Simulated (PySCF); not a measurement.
# How methods differ on the excitation energy of S²⁺

S²⁺ [Ne] 3s2 3p2 (3P) → S²⁺ [Ne] 3s2 3p1 4s1 (3P), as a difference of total energies. All numbers are calculated (PySCF 2.14, the non-relativistic Hamiltonian (point nucleus), in aug-cc-pV(D+d)Z). Correlated levels: valence: [Ne] frozen. The calculations carry no spin-orbit coupling.

```json
{"method": "UHF", "excitation energy (cm⁻¹)": "145280"}
{"method": "LDA", "excitation energy (cm⁻¹)": "145210"}
{"method": "PBE", "excitation energy (cm⁻¹)": "145580"}
{"method": "PBE0", "excitation energy (cm⁻¹)": "146730"}
{"method": "r2SCAN", "excitation energy (cm⁻¹)": "149540"}
{"method": "r2SCAN0", "excitation energy (cm⁻¹)": "149150"}
{"method": "BHandHLYP", "excitation energy (cm⁻¹)": "146460"}
{"method": "PW91", "excitation energy (cm⁻¹)": "145960"}
{"method": "wB97X-V", "excitation energy (cm⁻¹)": "146960"}
{"method": "MP2 (valence)", "excitation energy (cm⁻¹)": "145140"}
{"method": "SCS-MP2 (valence)", "excitation energy (cm⁻¹)": "145000"}
```

The promoted electron is Rydberg-like, and one or two diffuse shells describe it only roughly, which tends to raise the upper state.
